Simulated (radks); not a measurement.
Results of a calculation; reference values are marked as such.
Trend from Be2+ to Ne2+: ionisation energy by Delta-SCF between NIST ground configurations, and size. Code: a radial shooting solver on a logarithmic mesh with Libxc functionals. Model: non-relativistic Kohn-Sham, r2SCAN, spin-polarised, spherical densities, point nucleus; open shells are filled with parallel spins first; meta-GGA in the generalised Kohn-Sham scheme.

| species | configuration | configuration of the ion | IE (eV) | NIST (eV) | kind | -e(HOMO) (eV) | outermost | <r> outermost (bohr) |
|---|---|---|---|---|---|---|---|---|
| Be2+ | [He] | 1s1 | 153.95 | 153.90 | theory | 134.52 (1s) | 1s | 0.416 |
| B2+ | [He] 2s1 | [He] | 37.865 | 37.931 | exp. | 32.909 (2s) | 2s | 1.63 |
| C2+ | [He] 2s2 | [He] 2s1 | 46.621 | 47.888 | exp. | 40.668 (2s) | 2s | 1.37 |
| N2+ | [He] 2s2 2p1 | [He] 2s2 | 47.312 | 47.445 | semi-emp. | 38.587 (2p) | 2s | 1.19 |
| O2+ | [He] 2s2 2p2 | [He] 2s2 2p1 | 55.903 | 54.936 | semi-emp. | 45.763 (2p) | 2s | 1.05 |
| F2+ | [He] 2s2 2p3 | [He] 2s2 2p2 | 64.196 | 62.708 | semi-emp. | 52.815 (2p) | 2s | 0.944 |
| Ne2+ | [He] 2s2 2p4 | [He] 2s2 2p3 | 62.323 | 63.423 | exp. | 51.630 (2p) | 2s | 0.840 |

Reference values: NIST Atomic Spectra Database (exp. = measured, semi-emp. = semi-empirical, theory = theoretical value adopted there). Open shells are spherical and high-spin; term and fine-structure splittings are not resolved.
